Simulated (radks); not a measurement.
Problem. The mean radii <r> (bohr) of the occupied orbitals of an atom or ion are listed with their occupations. All-electron calculation, scalar-relativistic Kohn-Sham, LDA (Slater exchange, Perdew-Wang correlation), spin-polarised, spherical densities, finite nucleus; Fermi nuclear charge, rms radius of each element as measured or else 0.836 A^(1/3) + 0.57 fm. Program: a radial shooting solver on a logarithmic mesh with Libxc functionals.

orbital  occ.      <r>
1s up       1  0.06101
1s down     1  0.06101
2s up       1   0.2803
2s down     1   0.2799
2p up       3   0.2477
2p down     3   0.2471
3s up       1   0.8445
3s down     1   0.8481
3p up       3   0.8879
3p down     3   0.8941
3d up       4    1.032

Name the element and its charge. Open shells, if any, are filled with parallel spins first.

Solution. Z = 25, manganese, charge +3: Mn3+ in [Ar] 3d4. The 1s radius gives Z: for a bare nucleus <r> = (2 gamma + 1)/(2Z) with gamma = sqrt(1 - (Z/c)^2), 0.05933 bohr for Z = 25, and screening makes it slightly larger (0.06101 here). The occupations add up to 22, and the charge is Z minus that.
